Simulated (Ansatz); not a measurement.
hydrogen iodide cation (HI), SMILES I (connectivity only; charge and spin as stated), charge +1, multiplicity 2.

Geometry optimised at PBE0-D3(BJ)/def2-TZVPD. The multiplicity is an assumed one; other spin states were not compared. The def2 effective core potentials stand for the cores of I; spin–orbit coupling is left out.

Two levels are set side by side: PBE/def2-TZVPD (Ansatz, a first-principles code) and CAM-B3LYP/def2-TZVPD (Ansatz). Energy differences of separate SCF runs at the same geometry; the states with an electron removed or added have multiplicity 3 and 1. Differences are taken from unrounded values.

```csv
quantity,CAM-B3LYP
vertical ionisation energy (eV),18.67
vertical electron affinity (eV),10.62
```

What does PBE give, and how far is it from CAM-B3LYP? (An estimate is asked for; the answer gives what the named calculation found.)


| quantity | PBE | PBE minus CAM-B3LYP |
|---|---|---|
| vertical ionisation energy (eV) | 18.51 | -0.16 |
| vertical electron affinity (eV) | 10.52 | -0.10 |

On these quantities the two levels nearly agree.
